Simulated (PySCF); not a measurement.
Members of one family of related compounds. Method: TDDFT wB97X-D/def2-SVPD, vertical, gas phase, core orbitals frozen in the response in PySCF 2.14.0, density-fitted response routines. Geometries: GFN2-xTB; one conformer of each isolated species. Triplets are in the Tamm–Dancoff approximation. Ions are computed without counter-ions or solvent.

Problem. Rank by computed S1–T1 gap, lowest first.
A. `[H]/N=C(/OC)C=C`
B. `[H]/N=C(/C=C)S(=O)(=O)[O-]`
C. `[H]/N=C(\C=C)C(F)F`
D. `[H]/N=C\C(C=C)=N\[H]`
E. `[H]/N=C(\C=C)N=C`

Solution. B (0.54 eV), D (0.78 eV), E (0.93 eV), C (1.16 eV), A (1.58 eV).

```tsv
SMILES	S1−T1 (eV)	S1 (eV)	T1 (eV)	S1 mainly	T1 mainly	f(S1)
[H]/N=C(/C=C)S(=O)(=O)[O-]	0.54	4.22	3.68	H-1→L (94%)	H-2→L (54%)	0.000
[H]/N=C\C(C=C)=N\[H]	0.78	3.88	3.11	H→L (80%)	H-1→L (90%)	0.000
[H]/N=C(\C=C)N=C	0.93	4.57	3.64	H→L (49%)	H→L (70%)	0.011
[H]/N=C(\C=C)C(F)F	1.16	4.79	3.63	H-1→L (94%)	H→L (94%)	0.003
[H]/N=C(\C=C)OC	1.58	5.50	3.92	H-1→L (94%)	H→L (77%)	0.002
```

H and L stand for HOMO and LUMO. For `[H]/N=C(/C=C)S(=O)(=O)[O-]`, `[H]/N=C\C(C=C)=N\[H]`, `[H]/N=C(\C=C)C(F)F` and `[H]/N=C(\C=C)OC` the leading configurations of S1 and T1 differ. Singlets come from full response and triplets from the Tamm–Dancoff approximation.
